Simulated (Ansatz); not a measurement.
Basis sets compared for AlCl2(NH2) (AlNCl₂H₂). The state is a singlet with charge 0. Geometry PBE0-D4/def2-SVP. Ansatz on 4 threads of Arm Neoverse V2 on a shared host; times are rough, and most runs start from earlier orbitals.

```xyz
6

Al   -0.164    0.634   -0.295
Cl   -1.970    1.574    0.181
Cl    1.159    1.547   -1.634
N     0.238   -0.913    0.424
H     1.091   -1.430    0.245
H    -0.353   -1.412    1.079
```

Binding counts from free atoms (Al doublet, Cl doublet, N quartet, H doublet) in the same basis, without a counterpoise term.

```tsv
level	functions	energy (Eh)	HOMO (eV)	LUMO (eV)	binding per atom (eV)	wall time
PBE-D4/def2-SVP	78	-1217.9785	-6.33	-1.21	3.53	0.5 s
PBE0-D4/def2-SVP	78	-1218.0863	-7.82	-0.39	3.47	0.7 s
```

(1) Estimate the rows for PBE-D4/def2-TZVP, PBE0-D4/def2-TZVP.

Answers

(1) 
```tsv
level	functions	energy (Eh)	HOMO (eV)	LUMO (eV)	binding per atom (eV)	wall time
PBE-D4/def2-TZVP	154	-1218.4562	-6.58	-1.49	3.54	0.95 s
PBE0-D4/def2-TZVP	154	-1218.5576	-8.01	-0.65	3.48	1.3 s
```
